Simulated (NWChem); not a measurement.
Everything below was run with NWChem. System: CBrF₃, charge 1, spin multiplicity 2, at the geometry of a parent with another charge or spin, in a state set for the comparison that need not be this species' ground state. Its SCF solution wasn't tested for a lower state. Level: UMP2/def2-TZVP, 13 core orbitals frozen.

The NWChem input:

```
start mol
memory heap 200 mb stack 900 mb global 1100 mb
charge 1
geometry units angstroms nocenter noautoz
  F      1.295733    -0.553263     1.072485
  C      0.814013     0.041935     0.000000
  F      1.295733    -0.553263    -1.072485
  F      1.200132     1.301877     0.000000
  Br    -1.114528    -0.057422     0.000000
  symmetry group Cs
end
basis spherical
  * library def2-tzvp
end
scf
  uhf
  nopen 1
  maxiter 100
  thresh 1e-7
  semidirect memsize 60000000 filesize 0
  # guess.movecs holds the orbitals of an unrestricted PBE0 run
  vectors input guess.movecs output mol.movecs
end
mp2
  freeze core 13
end
task mp2 energy
```

Part of the output:

```
             Northwest Computational Chemistry Package (NWChem) 7.3.0
             --------------------------------------------------------

                                NWChem Input Module
                                -------------------

 Scaling coordinates for geometry "geometry" by  1.889725989
 (inverse scale =  0.529177249)

 Turning off AUTOSYM since
 SYMMETRY directive was detected!

                             Geometry "geometry" -> ""
                             -------------------------

 Output coordinates in angstroms (scale by  1.889725989 to convert to a.u.)

  No.       Tag          Charge          X              Y              Z
 ---- ---------------- ---------- -------------- -------------- --------------
    1 F                    9.0000     1.29573300    -0.55326300     1.07248500
    2 C                    6.0000     0.81401300     0.04193500     0.00000000
    3 F                    9.0000     1.29573300    -0.55326300    -1.07248500
    4 F                    9.0000     1.20013200     1.30187700     0.00000000
    5 Br                  35.0000    -1.11452800    -0.05742200     0.00000000

 Effective nuclear repulsion energy (a.u.)     368.8456795699

            Nuclear Dipole moment (a.u.)
            ----------------------------
        X                 Y               Z
 ---------------- ---------------- ----------------
    -0.0000377945    -0.0000018897     0.0000000000

      Symmetry information
      --------------------

 Group name             Cs
 Group number              2
 Group order               2
 No. of unique centers     4

      Symmetry unique atoms

     1    2    4    5


 Summary of "ao basis" -> "" (spherical)
 ------------------------------------------------------------------------------
       Tag                 Description            Shells   Functions and Types
 ---------------- ------------------------------  ------  ---------------------
 *                         def2-tzvp                  on all atoms

 Summary of "ao basis" -> "ao basis" (spherical)
 ------------------------------------------------------------------------------
       Tag                 Description            Shells   Functions and Types
 ---------------- ------------------------------  ------  ---------------------
 F                         def2-tzvp                11       31   5s3p2d1f
 C                         def2-tzvp                11       31   5s3p2d1f
 Br                        def2-tzvp                16       48   6s5p4d1f

                                 NWChem SCF Module
                                 -----------------

  ao basis        = "ao basis"
  functions       =   172
  atoms           =     5
  alpha electrons =    34
  beta  electrons =    33
  charge          =   1.00
  wavefunction    = UHF
  use symmetry    = T
  symmetry adapt  = T

 Summary of "ao basis" -> "ao basis" (spherical)
 ------------------------------------------------------------------------------
       Tag                 Description            Shells   Functions and Types
 ---------------- ------------------------------  ------  ---------------------
 F                         def2-tzvp                11       31   5s3p2d1f
 C                         def2-tzvp                11       31   5s3p2d1f
 Br                        def2-tzvp                16       48   6s5p4d1f

      Symmetry analysis of basis
      --------------------------

        a'        105
        a"         67

 Forming initial guess at       0.1s

   Symmetry analysis of molecular orbitals - initial alpha
   -------------------------------------------------------

  Numbering of irreducible representations:

     1 a'          2 a"

  Orbital symmetries:

     1 a'          2 a'          3 a"          4 a'          5 a'
     6 a"          7 a'          8 a'          9 a'         10 a'
    11 a"         12 a'         13 a'         14 a'         15 a"
    16 a"         17 a'         18 a'         19 a'         20 a"
    21 a'         22 a'         23 a'         24 a"         25 a'
    26 a'         27 a"         28 a'         29 a"         30 a'
    31 a"         32 a'         33 a"         34 a'         35 a'
    36 a"         37 a'         38 a'         39 a'         40 a"
    41 a'         42 a"         43 a'         44 a'

   Symmetry analysis of molecular orbitals - initial beta
   ------------------------------------------------------

  Numbering of irreducible representations:

     1 a'          2 a"

  Orbital symmetries:

     1 a'          2 a'          3 a'          4 a"          5 a'
     6 a"          7 a'          8 a'          9 a'         10 a'
    11 a"         12 a'         13 a'         14 a'         15 a"
    16 a"         17 a'         18 a'         19 a'         20 a"
    21 a'         22 a'         23 a'         24 a"         25 a'
    26 a'         27 a'         28 a"         29 a'         30 a"
    31 a"         32 a'         33 a'         34 a"         35 a'
    36 a'         37 a"         38 a'         39 a'         40 a'
    41 a"         42 a"         43 a'         44 a'

 Starting SCF solution at       0.1s

 ----------------------------------------------
         Quadratically convergent UHF

 Convergence threshold     :          1.000E-07
 Maximum no. of iterations :          100
 Integral*density screening:          1.000E-09
 ----------------------------------------------

              iter       energy          gnorm     gmax       time
             ----- ------------------- --------- --------- --------
                 1    -2908.2966533960  9.53D-01  2.21D-01      4.7
[...]
    36      3.796934  2 C  s                130     -1.912286  5 Br s
   143     -1.490611  5 Br px                43     -1.292593  2 C  px
    98     -0.763178  4 F  s                  5     -0.735309  1 F  s
    67     -0.735309  3 F  s                165     -0.397770  5 Br d  2
    35     -0.294085  2 C  s                163      0.235150  5 Br d  0

 center of mass
 --------------
 x =  -0.09221653 y =  -0.00475109 z =   0.00000000

 moments of inertia (a.u.)
 ------------------
         313.608726511281         -28.390890365867           0.000000000000
         -28.390890365867         863.230441897470           0.000000000000
           0.000000000000           0.000000000000         864.693621486964

  Mulliken analysis of the total density
  --------------------------------------

    Atom       Charge   Shell Charges
 -----------   ------   -------------------------------------------------------
    1 F    9     9.13   0.77  1.20  0.60  1.02  0.33  2.23  2.26  0.70  0.00  0.02  0.00
    2 C    6     5.34   0.85  1.13  0.50  0.52 -0.05  1.03  0.91  0.00  0.08  0.34  0.05
    3 F    9     9.13   0.77  1.20  0.60  1.02  0.33  2.23  2.26  0.70  0.00  0.02  0.00
    4 F    9     9.13   0.77  1.20  0.60  1.02  0.33  2.23  2.26  0.69  0.00  0.02  0.00
    5 Br  35    34.27   2.00  2.00  1.16  0.77  1.10  0.92  6.00  5.94  1.19  2.55  0.58  8.99  1.02 -0.00  0.04  0.01

  Mulliken analysis of the alpha density
  --------------------------------------

    Atom       Charge   Shell Charges
 -----------   ------   -------------------------------------------------------
    1 F    9     4.57   0.39  0.60  0.30  0.51  0.16  1.12  1.13  0.35  0.00  0.01  0.00
    2 C    6     2.64   0.43  0.56  0.25  0.25 -0.03  0.51  0.44 -0.00  0.04  0.17  0.02
    3 F    9     4.57   0.39  0.60  0.30  0.51  0.16  1.12  1.13  0.35  0.00  0.01  0.00
    4 F    9     4.56   0.39  0.60  0.30  0.51  0.16  1.11  1.13  0.35  0.00  0.01  0.00
    5 Br  35    17.66   1.00  1.00  0.58  0.38  0.55  0.47  3.00  2.97  0.73  1.59  0.35  4.49  0.51  0.00  0.02  0.00

   Mulliken analysis of the beta density
   -------------------------------------

    Atom       Charge   Shell Charges
 -----------   ------   -------------------------------------------------------
    1 F    9     4.56   0.39  0.60  0.30  0.51  0.16  1.11  1.13  0.35  0.00  0.01  0.00
    2 C    6     2.70   0.43  0.56  0.25  0.26 -0.02  0.52  0.46  0.00  0.04  0.17  0.02
    3 F    9     4.56   0.39  0.60  0.30  0.51  0.16  1.11  1.13  0.35  0.00  0.01  0.00
    4 F    9     4.57   0.39  0.60  0.30  0.51  0.16  1.12  1.13  0.35  0.00  0.01  0.00
    5 Br  35    16.61   1.00  1.00  0.58  0.39  0.55  0.45  3.00  2.96  0.46  0.95  0.23  4.50  0.51 -0.00  0.02  0.00

   Mulliken analysis of the spin density
   -------------------------------------

    Atom       Charge   Shell Charges
 -----------   ------   -------------------------------------------------------
    1 F    9     0.01   0.00 -0.00  0.00  0.00 -0.00  0.00  0.00 -0.00  0.00 -0.00 -0.00
    2 C    6    -0.06  -0.00  0.00 -0.00 -0.01 -0.00 -0.02 -0.02 -0.01 -0.00 -0.00  0.00
    3 F    9     0.01   0.00 -0.00  0.00  0.00 -0.00  0.00  0.00 -0.00  0.00 -0.00 -0.00
    4 F    9    -0.00  -0.00  0.00 -0.00 -0.00 -0.00 -0.00 -0.00  0.00 -0.00  0.00 -0.00
    5 Br  35     1.05  -0.00  0.00  0.00 -0.00  0.01  0.02  0.00  0.01  0.26  0.64  0.11 -0.01  0.00  0.01  0.00 -0.00

       Multipole analysis of the density wrt the origin
       ------------------------------------------------

     L   x y z        total         alpha         beta         nuclear
     -   - - -        -----         -----         ----         -------
     0   0 0 0      1.000000    -34.000000    -33.000000     68.000000

     1   1 0 0     -1.451087      0.307114     -1.758163     -0.000038
     1   0 1 0     -0.077807      0.018356     -0.096161     -0.000002
     1   0 0 1      0.000000      0.000000      0.000000      0.000000

     2   2 0 0    -20.532006   -174.564230   -169.632010    323.664234
     2   1 1 0      0.258216     -6.377516     -6.229801     12.865533
     2   1 0 1     -0.000000     -0.000000      0.000000      0.000000
     2   0 2 0    -26.535243    -50.911477    -50.222259     74.598494
     2   0 1 1      0.000000      0.000000     -0.000000      0.000000
     2   0 0 2    -24.803646    -50.841194    -47.897887     73.935435

                   NWChem MP2 Semi-direct Energy/Gradient Module
                   ---------------------------------------------

  Basis functions       =    172
  Molecular orbitals    =    172
  Frozen core           =     13
  Frozen virtuals       =      0
  Active alpha occupied =     21
  Active beta occupied  =     20
  Active alpha virtual  =    138
  Active beta virtual   =    139
  Use MO symmetry       = T
  Use skeleton AO sym   = T

  AO/Fock/Back tols     =   1.0D-09  1.0D-09  1.0D-09

 GA uses MA = F    GA memory limited = T

 Available:
  local mem=  1.26D+08
 global mem=  1.44D+08
 local disk=  0.00D+00
  mp2_memr nvloc                   138
  nvloc new                   138
   1 passes of  21:        5242880                     205193                 139010272.
   1 passes of  21: M    126148186           G      144120032           F     120905306.
  mp2_memr nvloc                   138
  nvloc new                   138
   2 passes of  11:        5242880                     136221                  72838996.
   2 passes of  11: M    126148186           G      144120032           F     120905306.

 Semi-direct pass number   1 of   2  for UHF alpha       at       25.2s
  vrange nnbf                 14103
  mp2_eaftype                   277  avail_ma_in_mb                  1099
 EAF : mp2_eaftype filesize         277   36419498.
  mp2_eaf for mointskh                    277
Node 0 wrote    171.3 Mb in      0.2 s     Agg I/O rate:   759.0 Mb/s
 Done moints_semi at       39.8s
  mp2_eaftype                   277  avail_ma_in_mb                   822
 EAF : mp2_eaftype filesize         277   36419498.
  mp2_eaf for kh                   277
 Done maket at       40.2s
 Semi-direct pass number   2 of   2  for UHF alpha       at       40.2s
  vrange nnbf                 14103
  mp2_eaftype                   277  avail_ma_in_mb                   822
 EAF : mp2_eaftype filesize         277   36419498.
  mp2_eaf for mointskh                    277
Node 0 wrote    155.7 Mb in      0.2 s     Agg I/O rate:   866.3 Mb/s
 Done moints_semi at       55.5s
  mp2_eaftype                   277  avail_ma_in_mb                   822
 EAF : mp2_eaftype filesize         277   36419498.
  mp2_eaf for kh                   277
 Done maket at       56.0s
 Done multipass loop at       56.0s

 GA uses MA = F    GA memory limited = T

 Available:
  local mem=  1.26D+08
 global mem=  1.44D+08
 local disk=  0.00D+00
  mp2_memr nvloc                   139
  nvloc new                   139
   1 passes of  20:        5242880                     199295                 133352148.
   1 passes of  20: M    126148186           G      144120032           F     120905306.
  mp2_memr nvloc                   139
  nvloc new                   139
   2 passes of  10:        5242880                     129823                  66701370.
   2 passes of  10: M    126148186           G      144120032           F     120905306.

 Semi-direct pass number   1 of   2  for UHF beta        at       56.1s
  vrange nnbf                 14103
  mp2_eaftype                   254  avail_ma_in_mb                  1099
 EAF : mp2_eaftype filesize         254   33350685.
  mp2_eaf for mointskh                    254
Node 0 wrote    156.8 Mb in      0.1 s     Agg I/O rate:  1235.9 Mb/s
 Done moints_semi at       70.2s
  mp2_eaftype                   254  avail_ma_in_mb                   845
 EAF : mp2_eaftype filesize         254   33350685.
  mp2_eaf for kh                   254
 Done maket at       70.6s
 Semi-direct pass number   2 of   2  for UHF beta        at       70.6s
  vrange nnbf                 14103
  mp2_eaftype                   254  avail_ma_in_mb                   845
 EAF : mp2_eaftype filesize         254   33350685.
  mp2_eaf for mointskh                    254
Node 0 wrote    156.8 Mb in      0.2 s     Agg I/O rate:   939.0 Mb/s
 Done moints_semi at       86.5s
  mp2_eaftype                   254  avail_ma_in_mb                   845
 EAF : mp2_eaftype filesize         254   33350685.
  mp2_eaf for kh                   254
 Done maket at       86.9s
 Done multipass loop at       86.9s

          -------------------------------------------
          SCF energy               -2908.339691310064
          Correlation energy          -1.141378652197
          Singlet pairs                0.000000000000
          Triplet pairs                0.000000000000
          Total MP2 energy         -2909.481069962261
          -------------------------------------------

          ---------------------------------------------------
                    Spin Component Scaled (SCS) MP2
          Same spin pairs                     -0.315193926694
          Same spin scaling factor             0.333333333333
          Opposite spin pairs                 -0.826184725503
          Opposite spin scaling fact.          1.200000000000
          SCS-MP2 correlation energy          -1.096486312834
          Total SCS-MP2 energy             -2909.436177622898
          ---------------------------------------------------

 -----------------------
 Performance information
 -----------------------

 Timer overhead =  9.58D-08 seconds/call

               Nr. of calls         CPU time (s)                 Wall time (s)                GFlops
             ---------------    -------------------     ------------------------------   -------------------
Name         Min   Avg   Max    Min     Avg     Max     Min     Avg     Max   Mx/calls   Min     Max     Sum
mp2: moin     4     4     4    60.     60.     60.      60.     60.     60.     15.      0.0     0.0     0.0
mp2: make     4     4     4    1.8     1.8     1.8      1.8     1.8     1.8    0.45      0.0     0.0     0.0
mp2: tota     1     1     1    62.     62.     62.      62.     62.     62.     62.      0.0     0.0     0.0

 The average no. of pstat calls per process was 9.00D+00
 with a timing overhead of 8.62D-07s

 Task  times  cpu:       86.9s     wall:       86.9s

 Total times  cpu:       86.9s     wall:       86.9s
```
